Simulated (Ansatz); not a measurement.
Consider the cleavage of the Si–Al bond: `[CH3][Al]([SiH3])[O][SiH3]` + `[NH2][Sn][OH]` → `[NH2][Sn][O][SiH3]` + `[CH3][AlH][O][SiH3]`.

Program: Ansatz. Geometries: PBE0-D4/def2-TZVP. ΔE: electronic, gas phase. CCSD(T)/CBS is the MP2 limit (def2-TZVPP, def2-QZVPP) plus CCSD(T) − MP2 in def2-TZVPP, frozen cores. Functionals use def2-TZVPP. def2 core potentials past Kr. For Sn outer-core shells are correlated without core-valence functions, which leaves a few kJ/mol of doubt a bond. Each species was taken in one conformer, which may not be the lowest.

`[CH3][Al]([SiH3])[O][SiH3]`:

Cartesian coordinates in Å:
```
C -1.057 1.090 2.004
Al -0.415 0.225 0.386
Si -1.823 -0.631 -1.434
O 1.252 0.024 0.177
Si 2.670 -0.405 -0.489
H -0.254 1.271 2.721
H -1.828 0.488 2.495
H -1.522 2.053 1.767
H -1.355 -0.138 -2.762
H -1.778 -2.122 -1.483
H -3.254 -0.238 -1.289
H 2.457 -1.144 -1.765
H 3.425 -1.282 0.445
H 3.484 0.807 -0.774
```

`[NH2][Sn][OH]`:

Cartesian coordinates in Å:
```
N 1.042 0.202 0.006
Sn -0.115 -1.451 -0.132
O -1.861 -0.515 -0.026
H 2.050 0.170 -0.007
H 0.716 1.153 0.095
H -1.831 0.441 0.064
```

`[NH2][Sn][O][SiH3]`:

Z-matrix (Å, degrees):
```
Si
O 1 1.623
H 1 1.489 2 110.7
H 1 1.489 2 110.7 3 -120.4
H 1 1.496 2 112.1 3 119.8
Sn 2 1.989 1 144.0 3 -119.2
N 6 2.011 2 95.2 1 -0.1
H 7 1.010 6 124.3 2 -0.1
H 7 1.008 6 124.2 2 -179.9
```

`[CH3][AlH][O][SiH3]`:

Z-matrix (Å, degrees):
```
C
Al 1 1.942
H 1 1.093 2 112.4
H 1 1.096 2 110.3 3 -119.5
H 1 1.094 2 111.7 3 122.1
O 2 1.688 1 119.8 3 22.6
H 2 1.582 1 124.0 3 -158.2
Si 6 1.621 2 169.7 1 -4.7
H 8 1.489 6 110.8 2 -9.3
H 8 1.488 6 110.1 2 110.7
H 8 1.488 6 110.2 2 -129.3
```

CCSD(T)/CBS gives -103.0 kJ/mol.

Question: Another level gave -115.5 kJ/mol. Which?
A. BLYP-D4/def2-TZVPP
B. LC-ωPBE/def2-TZVPP
C. SCS-MP2/def2-TZVPP
D. CCSD(T)/def2-TZVPP

Answer: C. SCS-MP2/def2-TZVPP -115.5, BLYP-D4 -97.6, CCSD(T)/def2-TZVPP -102.2, LC-ωPBE -93.4 kJ/mol.

Largest T1 diagnostic among the species: 0.017.

From r2SCAN to r2SCAN0 (25 % exact exchange), in def2-TZVPP and without D4, ΔE moves by −4.4 kJ/mol. Leaving LDA and LC-ωPBE aside and taking each functional with its dispersion term where it has one, the values, not all of them listed here, spread over 41.3 kJ/mol, from BHLYP-D4 to PBE-D4. LDA lies −5.4 kJ/mol from PBE without D4.
